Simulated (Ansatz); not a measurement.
Consider the ligand exchange at the Si–F bond: `O[SiH](F)[SiH3]` + `O[SiH3]` → `O[SiH]([SiH3])O[SiH3]` + H–F.

Gas-phase electronic energies from Ansatz, PBE0-D4/def2-TZVP geometries. CBS: MP2 limit from def2 TZ/QZ plus the TZ coupled-cluster correction, frozen cores. This one scheme is used for every species. DFT in def2-TZVPP. B3LYP here is the variant with VWN-RPA as its local correlation; programs differ in this. HSE06 is defined as in plane-wave codes. One conformer a species, not always the lowest.

```
             level  ΔE (kcal/mol)  difference from CCSD(T)/CBS
       LDA (SPW92)            6.5                          1.0
            PBE-D4            6.3                          0.8
         revPBE-D4            5.5                          0.0
           BLYP-D4            6.3                          0.8
         r2SCAN-D4            6.9                          1.4
            B97M-V            7.4                          1.9
           PBE0-D4            5.7                          0.2
          B3LYP-D4            5.9                          0.4
        r2SCANh-D4            6.6                          1.1
        r2SCAN0-D4            6.2                          0.7
          HSE06-D4            5.7                          0.2
          BHLYP-D4            5.5                          0.0
      CAM-B3LYP-D4            6.8                          1.3
           ωB97M-V            6.8                          1.3
            B2PLYP            7.7                          2.2
               PBE            8.3                          2.8
              BLYP           10.0                          4.5
            r2SCAN            7.5                          2.0
             B3LYP            9.0                          3.5
           r2SCANh            7.3                          1.8
           r2SCAN0            7.0                          1.5
             HSE06            7.4                          1.9
             BHLYP            8.4                          2.9
         CAM-B3LYP            8.8                          3.3
           LC-ωPBE            7.9                          2.4
RPA@PBE/def2-TZVPP            6.0                          0.5
       HF/def2-SVP            7.3                          1.8
      MP2/def2-SVP            6.1                          0.6
     CCSD/def2-SVP            6.4                          0.9
  CCSD(T)/def2-SVP            6.1                          0.6
    MP2/def2-TZVPP            5.4                         -0.1
SCS-MP2/def2-TZVPP            6.2                          0.7
   CCSD/def2-TZVPP            6.1                          0.6
CCSD(T)/def2-TZVPP            5.7                          0.2
     HF/def2-QZVPP            8.5                          3.0
    MP2/def2-QZVPP            5.2                         -0.3
SCS-MP2/def2-QZVPP            6.1                          0.6
      HF/CBS(def2)            8.5                          3.0
     MP2/CBS(def2)            5.1                         -0.4
    CCSD/CBS(def2)            5.9                          0.4
       CCSD(T)/CBS            5.5                            0
```

Largest T1 diagnostic among the species: 0.013.

From BLYP to BHLYP (50 % exact exchange), in def2-TZVPP and without D4, ΔE moves by −1.5 kcal/mol. The D4 term adds −3.1 kcal/mol with B3LYP and −1.8 kcal/mol with PBE0; it sums over pairs of atoms, weighted by their polarisabilities, and B3LYP, whose exchange is more repulsive, gets the larger term.
